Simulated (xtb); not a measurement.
Bi(Me)3 (C₃H₉Bi), SMILES [CH3][Bi]([CH3])[CH3]. All values are semi-empirical tight-binding results from xtb (GFN2-xTB unless named), good for trends rather than for accurate numbers. Geometry: GFN2-xTB. The isomer is the one that the SMILES or the coordinates give; other isomers of the formula were not compared.

Optimised geometry:

```xyz
13

Bi     0.0011    -0.0009     0.3278
C     -1.0580    -1.5529    -0.9408
H     -0.5738    -2.5139    -0.8281
H     -1.0100    -1.2499    -1.9768
H     -2.0950    -1.6394    -0.6425
C     -0.8245     1.6975    -0.9294
H     -0.5612     1.5276    -1.9634
H     -0.4080     2.6426    -0.6068
H     -1.9019     1.7338    -0.8381
C      1.8734    -0.1366    -0.9449
H      1.5871    -0.1636    -1.9865
H      2.4249    -1.0362    -0.7043
H      2.5046     0.7251    -0.7713
```
Charge 0, spin multiplicity 1.

For metal compounds this method's bond lengths and energies can be far off.

The orbital gap is 6.84 eV and the zero-point energy is 67.8 kcal/mol. The G − E(el) at 298.15 K (modified RRHO) comes out as 46.1 kcal/mol.

Question: Give the atomic charges and the Wiberg bond orders between heavy atoms. (The exact figures need the calculation; the answer reports its results.)

Answer: charges (e) Bi1 0.33, C2 -0.18, H3 0.02, H4 0.03, H5 0.02, C6 -0.19, H7 0.03, H8 0.02, H9 0.02, C10 -0.18, H11 0.03, H12 0.02, H13 0.02. Bond orders Bi1–C2 0.97, Bi1–C6 0.97, Bi1–C10 0.97.
